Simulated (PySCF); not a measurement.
**NbH2, quartet: structure and spectrum**

Level of theory: PySCF, UB3LYP, basis Nb def2-TZVP with ECP28, H def2-TZVP (scalar-relativistic core potentials, no spin–orbit coupling, density fitting).

The structure is a minimum.

```xyz
3
charge 0 multiplicity 4, angstrom
Nb   -0.0184    0.0066    0.0000
H     0.8480   -0.3062    1.5327
H     0.8480   -0.3062   -1.5327
```

```
Point group                                                                   : C2v
Bond lengths                                                                  : Nb–H 1.788 Å (×2)
Bond angles                                                                   : H–Nb–H 118.0°
Atomisation energy without zero-point energy                                  : 561 kJ/mol
Highest occupied level (α)                                                    : -5.27 eV
Principal polarisabilities                                                    : 50.9, 62.3, 66.7 bohr³
Rotational constants                                                          : 10.07, 3.56, 2.63 cm⁻¹
Heat capacity Cp at 298.15 K                                                  : 37.6 J/(mol K)
Entropy at 298.15 K and 1 bar (electronic part: spin only)                    : 238.0 J/(mol K)
Spin squared ⟨S²⟩                                                             : 3.764
Rotational symmetry number                                                    : 2
Zero-point energy                                                             : 24.9 kJ/mol
Lowest empty level (α)                                                        : -2.91 eV
Dipole moment                                                                 : 2.57 D
Enthalpy at 298.15 K above 0 K                                                : 10.31 kJ/mol
Principal quadrupole moments (Buckingham, traceless) about the centre of mass : -3.65, 0.02, 3.63 D Å
```

Harmonic modes (masses in u: Nb 92.906, H 1.008):
```csv
ω (cm⁻¹),IR (km/mol),type
623,96.6,bend
1721,146,stretch
1813,225,stretch
```

Charges (e):
| atom | Mulliken | Löwdin | polar tensor | spin (Mulliken) | Mayer order to Nb1 |
| --- | --- | --- | --- | --- | --- |
| Nb1 | 0.36 | 0.26 | 0.66 | 3.15 | – |
| H2,3 | -0.18 | -0.13 | -0.33 | -0.07 | 0.97 |

Mulliken populations on Nb1 (electrons outside its core potential): s 2.86, p 6.20, d 3.57, f 0.01.

Outer orbital energies (eV). α occupied: -8.49, -7.77, -5.49, -5.41, -5.27; empty: -2.91, -2.00, -1.57, -1.04. β occupied: -8.31, -7.60; empty: -2.18, -2.01, -1.54, -1.17.

Formally Nb is in oxidation state +2, d3, with 3 unpaired electrons (the high-spin count). The Mulliken spin on Nb is 3.15. The polar-tensor charge on Nb, 0.66, is far below the formal one.

The spin densities have lower symmetry than the nuclear frame, so modes carry no symmetry labels. Only a few start shapes were tried, so a lower isomer may exist. Other spin states or occupations of the open shell can lie lower.

The final relaxation and frequency run took 15 s on 2 threads of a shared Arm Neoverse V2 host, with 52 basis functions and 8 gradients; the process peaked at 0.64 GiB.
